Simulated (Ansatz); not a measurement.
A geometry relaxed with B3LYP-D3(BJ)/def2-TZVP (Ansatz, a quantum-chemistry and plane-wave program), charge 0, multiplicity 1:

```xyz
3

N     -0.0526    -0.0470     0.0000
C      1.0484    -0.4248     0.0000
H     -0.9958     0.2767     0.0000
```

Task: Write the SMILES of this molecule.

Result: `[C-]#[NH+]`
